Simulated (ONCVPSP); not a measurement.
**tungsten (W), ONCV: configuration errors across variants**

```json
{
  "Element": "tungsten",
  "Generator": "ONCVPSP 4.0.1",
  "Type": "optimised norm-conserving Vanderbilt (ONCV)",
  "Functional": "PBE",
  "Relativity": "scalar-relativistic",
  "Frozen core": "[Kr] 4d10 4f14 5s2",
  "Valence charge": "12",
  "Reference configuration": "5p6 5d4 6s2",
  "Partial waves": "6s: rc 2.95 bohr, ncon 5, nbas 9, qcut 2 1/bohr, 3 projectors, debl 2.3 Ha; 5p: rc 1.60 bohr, ncon 3, nbas 7, qcut 7.2 1/bohr, 2 projectors, debl 0.4 Ha; 5d: rc 2.85 bohr, ncon 4, nbas 8, qcut 6.5 1/bohr, 2 projectors, debl 0.5 Ha",
  "Local potential": "polynomial inside 1.20 bohr (lpopt 5, dvloc0 1 Ha)",
  "Core correction": "Teter function, fcfact 5.75, rcfact 1.15"
}
```

In the p channel the program set the typed energies aside and used -1.588, 0.250 Ha.

All-electron excitation energies from the reference (eV): (1) 5p6 5d4 6s1 8.883; (2) 5p6 5d4 6s0 24.563; (3) 5p6 5d3 6s0 49.946; (4) 5p6 5d5 6s1 1.539.

A true bound ghost makes a file unfit for plane-wave use even where its test errors are small: the radial tests pick states by their node count and pass the ghost by.

Errors AE − PS in meV (a dash: test not solved or not reliable):

```
    change   (1)  (2)  (3)   (4)  bound ghosts  GHOST(+) flags above zero
      base  -5.2  -15  +14  -5.0             s                          s
p: rc 1.26  -5.2  -15  +15  -5.1             s                          s
p: rc 1.36  -5.2  -15  +15  -5.1             s                          s
 p: rc 1.5  -5.2  -15  +14  -5.1             s                          s
p: rc 1.64  -5.2  -15  +14  -5.0             s                          s
p: rc 1.82  -5.2  -15  +14  -4.9             s                          s
p: rc 1.92  -5.1  -15  +14  -4.8             s                          s
p: rc 2.04  -5.1  -15  +15  -4.7             s                          s
p: rc 2.24  -5.1  -15  +15  -4.6             s                          s
p: rc 2.32  -5.1  -15  +15  -4.6             s                          s
```

Give the same row for: p: rc 1.12; local potential polynomial inside 1.12 bohr (lpopt 5, dvloc0 1 Ha).

-5.2, -15, +15, -5.1; bound ghosts: s; GHOST(+) flags above zero: s.
